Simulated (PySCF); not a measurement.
Shifts of the heteroatoms

Bonds (- single, = double, # triple, : aromatic): O1=P2, P2-C3, C3-F4, C3-F5, C3-F6, P2-C7, C7=C8, C8-C9, C9-F10, C9-C11, C11=C12, C12-P2. C7 carries H13; C8 carries H14; C9 carries H15; C11 carries H16; C12 carries H17. Stereochemistry as in O=[P@]1(C(F)(F)F)C=C[C@H](F)C=C1.

Single conformer, gas phase, one averaged value for each set of equivalent atoms, relativity neglected. GFN2-xTB structure; NMR shieldings at PBE0/pcSseg-1/GIAO; PySCF.

Question: What are the 19F shifts?

Answer: 
```json
{"atoms": "F4/F5/F6", "environment": "fluorine of a CF3 group", "σ (ppm)": "261.0", "δ (ppm)": "-74.9"}
{"atoms": "F10", "environment": "fluorine on an sp3 carbon", "σ (ppm)": "385.9", "δ (ppm)": "-187.6"}
```

Shieldings were converted by a linear fit to measured shifts: 19F: δ = 146.13 − 0.903σ +14.6 on sp3 carbon (rms 6.0 ppm, 223 shifts, 7.0 ppm with the 5 outliers that the fit left out vs CFCl3, solution or neat liquid). Occasional misses reach two or three times the rms, and more in compound classes unlike the fitted ones.

On a 500 MHz spectrometer 19F resonates near 470.5 MHz, so 1 ppm is 470.5 Hz.

Question: Predict the 31P NMR data.

Answer: 
```csv
atoms,environment,σ (ppm),δ (ppm)
P2,"phosphorus bonded to 3 C, O, in a 6-membered ring",341.6,-12.9
```

Shieldings were converted by a linear fit to measured shifts: 31P: δ = 270.09 − 0.828σ (rms 18.1 ppm, 64 shifts vs H3PO4, solution or neat liquid). Occasional misses reach two or three times the rms, and more in compound classes unlike the fitted ones.

On a 300 MHz spectrometer 31P resonates near 121.4 MHz, so 1 ppm is 121.4 Hz.

Question: Predict the 17O NMR data.

Answer: 
```json
{"atoms": "O1", "environment": "P=O oxygen", "σ (ppm)": "256.7", "δ (ppm)": "32.9"}
```

Shieldings were converted by a linear fit to measured shifts: 17O: δ = 266.70 − 0.911σ (rms 10.7 ppm, 155 shifts, 12.2 ppm with the 3 outliers that the fit left out vs liquid water, solution or neat liquid). Occasional misses reach two or three times the rms, and more in compound classes unlike the fitted ones.

On a 500 MHz spectrometer 17O resonates near 67.8 MHz, so 1 ppm is 67.8 Hz.
